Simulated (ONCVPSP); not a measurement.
zirconium (Zr): what ONCVPSP 4.0.1 does with a changed input

Command:

```bash
oncvpsp.x < Zr.dat > Zr.out
```

Input:

```
# ATOM AND REFERENCE CONFIGURATION
# atsym  z   nc   nv     iexc    psfile
  Zr 40.00    6    4        4      upf
#
#   n    l    f
    1    0    2.00
    2    0    2.00
    2    1    6.00
    3    0    2.00
    3    1    6.00
    3    2   10.00
    4    0    2.00
    4    1    6.00
    4    2    2.00
    5    0    3.00
#
# PSEUDOPOTENTIAL AND OPTIMIZATION
# lmax
    2
#
#   l,   rc,      ep,       ncon, nbas, qcut
    0    2.40    0.00    4    8    4.50
    1    1.55    0.00    4    8    5.60
    2    1.70    0.00    4    7    5.50
#
# LOCAL POTENTIAL
# lloc, lpopt,  rc(5),   dvloc0
    4    5    1.25    0.00
#
# VANDERBILT-KLEINMAN-BYLANDER PROJECTORs
# l, nproj, debl
    0    2    0.30
    1    2    2.90
    2    2    2.10
#
# MODEL CORE CHARGE
# icmod, fcfact, rcfact
    3    2.00    1.40
#
# LOG DERIVATIVE ANALYSIS
# epsh1, epsh2, depsh
   -4.00    5.00    0.02
#
# OUTPUT GRID
# rlmax, drl
    6.00    0.01
#
# TEST CONFIGURATIONS
# ncnf
    4
# nvcnf
#   n    l    f
    4
    4    0    2.00
    4    1    6.00
    4    2    2.00
    5    0    2.00
#
    4
    4    0    2.00
    4    1    6.00
    4    2    2.00
    5    0    1.00
#
    4
    4    0    2.00
    4    1    6.00
    4    2    2.00
    5    0    0.00
#
    5
    4    0    2.00
    4    1    6.00
    4    2    1.00
    5    0    2.00
    5    1    1.00
#
```

This is an input that runs to its end, with one change: occupation of the last valence shell set to 3.00. The unchanged file is no sound one. Note: no bound ghost flagged; GHOST(+) flagged for s at 63.9 eV.

Problem. How does the run end?

Solution. The program refuses the input: "test_data: reference configuration is negative ion".

```
ONCVPSP  (Optimized Norm-Conservinng Vanderbilt PSeudopotential)
scalar-relativistic version 4.0.1

test_data: reference configuration is negative ion
ERROR: test_data found   1 ERROR; stopping
```
